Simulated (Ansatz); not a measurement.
`[CH3][GeH2][BH][AlH2]` + `C=NO` → `O[BH][AlH2]` + `C=[N][GeH2][CH3]`  (formal exchange of groups at a B–Ge bond)

Isolated molecules relaxed with PBE0-D4/def2-TZVP in Ansatz; ΔE leaves out vibrations. CCSD(T)/CBS is the MP2 limit (def2-TZVPP, def2-QZVPP) plus CCSD(T) − MP2 in def2-TZVPP, frozen cores. This one scheme is used for every species. DFT in def2-TZVPP. B3LYP here is the variant with VWN-RPA as its local correlation; programs differ in this. For Ge outer-core shells are correlated without core-valence functions, which leaves a few kJ/mol of doubt a bond. Scalar relativity is left out up to krypton. Each species was taken in one conformer, which may not be the lowest.

`[CH3][GeH2][BH][AlH2]`:

Z-matrix (Å, degrees):
```
C
Ge 1 1.961
H 1 1.091 2 109.9
H 1 1.091 2 110.4 3 -120.2
H 1 1.091 2 110.3 3 119.7
B 2 2.064 1 115.1 3 -54.7
H 2 1.546 1 108.9 3 176.8
H 2 1.551 1 108.9 3 61.8
Al 6 2.103 2 123.0 1 -149.0
H 6 1.202 2 114.0 1 33.2
H 9 1.593 6 121.5 2 -85.2
H 9 1.594 6 120.0 2 92.0
```

`C=NO`:

```xyz
6

C    -0.816    0.318   -0.020
N     0.348    0.167   -0.485
O     1.131   -0.624    0.328
H    -1.494    0.929   -0.603
H    -1.140   -0.135    0.916
H     1.972   -0.654   -0.136
```

`O[BH][AlH2]`:

```xyz
7

O     0.136    0.304    1.695
B    -0.495   -0.104    0.564
Al    0.542    0.010   -1.313
H    -0.399    0.219    2.490
H    -1.629   -0.516    0.679
H     0.454    1.305   -2.240
H     1.391   -1.218   -1.874
```

`C=[N][GeH2][CH3]`:

Z-matrix (Å, degrees):
```
Ge
N 1 1.866
C 1 1.944 2 107.3
H 1 1.550 2 109.2 3 121.5
H 1 1.539 2 106.8 3 -119.5
C 2 1.257 1 119.6 3 -121.9
H 3 1.091 1 110.1 2 63.5
H 3 1.091 1 109.6 2 -56.1
H 3 1.091 1 110.6 2 -176.1
H 6 1.103 2 124.9 1 -0.7
H 6 1.097 2 119.8 1 179.3
```

CCSD(T)/CBS gives -72.6 kcal/mol.

**Question.** Another level gave -78.4 kcal/mol. Which?
A. MP2/def2-TZVPP
B. PBE-D4/def2-TZVPP
C. B3LYP/def2-TZVPP
D. HF/def2-TZVPP

**Answer.** D. HF/def2-TZVPP -78.4, PBE-D4 -65.9, MP2/def2-TZVPP -77.3, B3LYP -71.5 kcal/mol.

Largest T1 diagnostic among the species: 0.014.

In def2-TZVPP, CCSD(T) changes the Hartree–Fock value by +5.5 kcal/mol (the triples alone add +0.7 kcal/mol) and MP2 by +1.2 kcal/mol. From PBE to PBE0 (25 % exact exchange), in def2-TZVPP and without D4, ΔE moves by −3.1 kcal/mol.
